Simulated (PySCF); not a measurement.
Method: PBE0/[Fe def2-SVP, S def2-SVP, I def2-SVP with ECP28], scalar-relativistic core potentials, density fitting, no spin–orbit coupling, PySCF. Open shells, if any, are unrestricted.

What spin state, shape and geometry does isolated FeSI take (every ligand bound to Fe)?

Formally Fe is in oxidation state +3, d5, with 5 unpaired electrons (the high-spin count). The Mulliken spin on Fe is 4.00. The polar-tensor charge on Fe, 1.01, is far below the formal one. The lowest minimum found is a sextet of C∞v symmetry with Fe–I 2.499 Å, Fe–S 2.045 Å; I–Fe–S 180.0°. Its harmonic wavenumbers are 44 (π), 224 (σ+), 534 (σ+) cm⁻¹ and its dipole moment is 0.21 D.

This need not be the most stable arrangement of these atoms. With open d or f shells other occupations or spin states may lie lower. No spin–orbit coupling is included, which matters more the heavier the element.
